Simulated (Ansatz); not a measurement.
A single point on BrFHInO (`[OH][In]([F])[Br]`).

```yaml
crystal:
  periodic: [false, false, false]
  atoms:
    - {symbol: O, position_ang: [0.417845, 1.465548, 0.331022]}
    - {symbol: In, position_ang: [0.132843, -0.453721, 0.060687]}
    - {symbol: F, position_ang: [1.415002, -1.617967, 0.909334]}
    - {symbol: Br, position_ang: [-1.666714, -1.464948, -1.229505]}
    - {symbol: H, position_ang: [-0.248976, 1.997388, -0.113040]}
basis:
  gaussian: {orbitals: def2-QZVPP}
correlation: {method: mp2}
```

```sh
$ ansatz run in.yaml --threads 2 --pin off --events-out ev --progress --plain
```

It prints (some lines left out):

```
Functional definition: HF
2030 factors; integrals over basis functions are off by at most 5.2e-4 eV
mean field evaluation 1: about -79908.4495 eV, gradient 5.2e1 eV
mean field evaluation 2: about -79908.5698 eV, gradient 5.2e1 eV
mean field evaluation 4: about -79913.1691 eV, gradient 2.4e0 eV
mean field evaluation 8: about -79913.2058 eV, gradient 3.4e-1 eV
mean field -79913.20619332 eV, -2936.7561604877 hartree, gradient 4.2e-6 eV, S^2 0.000000; 0 other end points of the search recorded, 0 dependent functions left out
15 core orbitals not correlated: weight in the atoms' cores, before any rotation towards them, 1.000 or more for the frozen orbitals, at most 0.000 for the correlated occupied ones
reference -79913.20619332 eV, -2936.7561604877 hartree; 22, 22 occupied and 278, 278 virtual orbitals, 2030 factors
second order -43.45586943 eV of doubles, -0.00000000 eV of singles
Total energy: -79956.66206274 eV, -2938.3531342338 hartree
```

Run time 6.5 s (2 threads of a server CPU on a shared host); peak host memory 1.1 GiB.
